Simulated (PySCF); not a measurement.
C$_{6}$H$_{14}$O, charge -1, doublet, at the geometry of the source list (a state made from the parent by changing its charge; the spin is typed, not shown lowest) (in this run its highest filled SCF level lies above zero, so its values depend strongly on the basis, on diffuse functions most of all). Base run: SVWN5/3-21G run with PySCF.

Here is a job for PySCF.
```python
from pyscf import gto, scf, dft

mol = gto.Mole()
mol.atom = '''
    C    -2.32030000    0.60020000   -0.72850000
    C    -1.14260000    0.37950000    0.22030000
    C    -1.48140000   -0.71220000    1.22970000
    C     0.11510000    0.03470000   -0.58570000
    C     1.41690000    0.05060000    0.22420000
    C     2.62720000    0.22880000   -0.69520000
    O     1.51230000   -1.16480000    0.94200000
    H    -3.21580000    0.86020000   -0.16780000
    H    -2.52400000   -0.30530000   -1.29680000
    H    -2.11050000    1.40600000   -1.42960000
    H    -0.95840000    1.31460000    0.76310000
    H    -2.36280000   -0.43760000    1.80840000
    H    -1.68420000   -1.65070000    0.71550000
    H    -0.65120000   -0.87550000    1.91070000
    H     0.21470000    0.75480000   -1.40040000
    H     0.00430000   -0.96030000   -1.02020000
    H     1.38900000    0.89310000    0.93770000
    H     2.58180000    1.18790000   -1.20400000
    H     3.55240000    0.18910000   -0.12020000
    H     2.64850000   -0.56550000   -1.43870000
    H     2.38910000   -1.22780000    1.33530000
'''
mol.basis = '3-21g'
mol.charge = -1
mol.spin = 1
mol.verbose = 4
mol.build()

mf = dft.UKS(mol)
mf.xc = 'lda,vwn'
mf.kernel()
```

Each row names what was changed in the base input (with any setting that the change needs).

```
change                                           ΔE vs base (mEh)  fitting functions
-----------------------------------------------  ----------------  -----------------
base                                                        0.000                  -
auxbasis = def2-universal-jfit                             -0.824                497
auxbasis = def2-svp-ri                                    -15.338                532
auxbasis = even-tempered beta=3.0                         -19.422                315
auxbasis = even-tempered beta=1.6                          -9.976                693
auxbasis = autoaux                                        -11.077                614
auxbasis = def2-tzvp-ri                                    -0.600                742
auxbasis = cc-pvtz-ri                                      -0.290                987
auxbasis = def2-universal-jkfit                            -0.382                779
auxbasis = default (with mf = mf.density_fit())            -0.382                779
```

A fitting set is made for a task (jfit for Coulomb, jkfit for Coulomb and exchange, ri for correlation) and for a family of orbital bases.

Open shells are given as the SCF converged; they aren't shown to be the lowest states, and a large step between rows can be another state.
